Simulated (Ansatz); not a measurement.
The first iterations of a band of H7OPSi2 (11 atoms, charge 0, multiplicity 1).

Method: RKS r2SCAN-D4/def2-SVP (Ansatz).

* movable images: 5
* climbing image: yes
* spring: 50.0 eV/Å²
* optimiser: quadratic models (default)
* start path: IDPP
* force threshold: 0.03 eV/Å
* iteration limit: 60
* end points: relaxed

Initial state:

```xyz
11
Properties=species:S:1:pos:R:3
O 1.416 2.233 -1.334
P -0.082 1.533 -0.975
Si 0.645 -0.432 -0.078
Si -1.172 -1.474 0.987
H 1.374 2.560 -2.244
H -0.298 2.121 0.316
H 1.771 -0.215 0.884
H 1.139 -1.291 -1.198
H -2.266 -1.727 0.000
H -1.703 -0.589 2.070
H -0.758 -2.776 1.593
```

Final state:

```xyz
11
Properties=species:S:1:pos:R:3
O 1.177 1.846 -1.992
P -0.111 0.813 -1.625
Si 0.723 -0.145 0.266
Si -1.032 -1.264 1.357
H 1.379 1.736 -2.931
H -0.925 1.726 -0.874
H 1.340 0.878 1.167
H 1.780 -1.126 -0.131
H -2.117 -0.294 1.703
H -0.547 -1.908 2.616
H -1.602 -2.317 0.463
```

| iteration | highest image above the first end (eV) | largest band force component (eV/Å) |
| --- | --- | --- |
| 1 | 0.101 | 0.758 |
| 2 | 0.045 | 0.143 |

Question: Does the band converge within its limit, and where does its top end?

Answer: It converged. It ended after 5 iterations with the highest image 0.029 eV above the first end. Another band between the same ends (5 images) ends at a top of the same energy, where a vibrational analysis finds 1 clearly imaginary mode.

The run took 52 s on 2 threads of Intel(R) Xeon(R) Platinum 8488C (Sapphire Rapids) (shared host), peak memory 0.19 GiB.
